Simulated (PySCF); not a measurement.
# Bonds of Al to Cl, Br, O

PBE0 in PySCF with def2-TZVPP on every atom, for the lowest determinant that a PBE0 search found; no spin–orbit coupling. D0 is De less the harmonic zero-point energy.

```tsv
X	state of AlX	D0(AlX) (eV)	D0(X₂) (eV)
Cl	singlet (closed shell)	5.13	2.54
Br	singlet (closed shell)	4.59	2.24
O	doublet (σ ↑)	4.99	5.29
```

Task: Give the energy of Al + X₂ → AlX + X at 0 K for each X.

Result: Cl: 2.54 − 5.13 = -2.59 eV; Br: 2.24 − 4.59 = -2.35 eV; O: 5.29 − 4.99 = +0.30 eV (PBE0/def2-TZVPP; negative means exothermic).

Task: Does an atom of Cl displace O from AlO?

Result: AlO + Cl → AlCl + O has ΔE = 4.99 − 5.13 = -0.14 eV at PBE0/def2-TZVPP, so it is too close to call at this level.

Gas-phase diatomics only hint at surface chemistry, where an atom holds several bonds.

States were picked by a PBE0 search and need not be the measured ground states.
